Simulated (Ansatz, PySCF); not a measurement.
Breaking a bond: Na2 (cation, charge +1), doublet.

Levels: UKS-PBE = unrestricted PBE/6-31G (Ansatz, a first-principles code); UKS-BHandHLYP = unrestricted BHandHLYP/6-31G in PySCF; UCCSD(T) = CCSD(T) on UHF/6-31G, 2 core orbitals frozen run with PySCF.

Energies relative to the lowest point of each curve near equilibrium, in kcal/mol; the last columns give the difference from UCCSD(T):

| R / Å | UKS-PBE | UKS-BHandHLYP | UCCSD(T) | UKS-PBE − UCCSD(T) | UKS-BHandHLYP − UCCSD(T) |
|---|---|---|---|---|---|
| 2.89 | 5.0 | 4.6 | 6.5 | -1.5 | -1.9 |
| 3.07 | 2.5 | 2.2 | 3.5 | -0.9 | -1.2 |
| 3.27 | 0.9 | 0.7 | 1.4 | -0.4 | -0.6 |
| 3.41 | 0.3 | 0.2 | 0.5 | -0.2 | -0.3 |
| 3.55 | 0.0 | 0.0 | 0.1 | 0.0 | -0.1 |
| 3.65 | 0.0 | 0.0 | 0.0 | 0.0 | 0.0 |
| 3.78 | 0.1 | 0.2 | 0.1 | 0.0 | 0.1 |
| 3.91 | 0.3 | 0.6 | 0.4 | -0.1 | 0.2 |
| 4.02 | 0.6 | 1.0 | 0.8 | -0.2 | 0.2 |
| 4.22 | 1.3 | 1.9 | 1.7 | -0.4 | 0.1 |
| 4.52 | 2.5 | 3.4 | 3.4 | -1.0 | -0.1 |
| 4.92 | 4.0 | 5.5 | 6.0 | -1.9 | -0.5 |
| 5.50 | 5.9 | 8.1 | 9.4 | -3.5 | -1.3 |
| 5.97 | 6.9 | 9.7 | 11.9 | -5.0 | -2.2 |
| 6.65 | 7.5 | 11.4 | 14.9 | -7.4 | -3.5 |
| 7.31 | 7.6 | 12.2 | 17.1 | -9.5 | -4.8 |
| 8.01 | 7.2 | 12.6 | 18.7 | -11.4 | -6.0 |
| 8.97 | 6.6 | 12.7 | 20.0 | -13.4 | -7.3 |
| 9.81 | 6.0 | 12.6 | 20.7 | -14.7 | -8.0 |
| 10.91 | 5.2 | 12.4 | 21.1 | -15.8 | -8.7 |

UKS-PBE is furthest from UCCSD(T) at 10.91 (-15.8 kcal/mol, below); its mean absolute difference over the points is 4.4 kcal/mol.

UKS-BHandHLYP is furthest from UCCSD(T) at 10.91 (-8.7 kcal/mol, below); its mean absolute difference over the points is 2.4 kcal/mol.

At the longest distance UKS-BHandHLYP leaves fractional charges on the fragments, a sign of delocalisation error or of the restricted form.
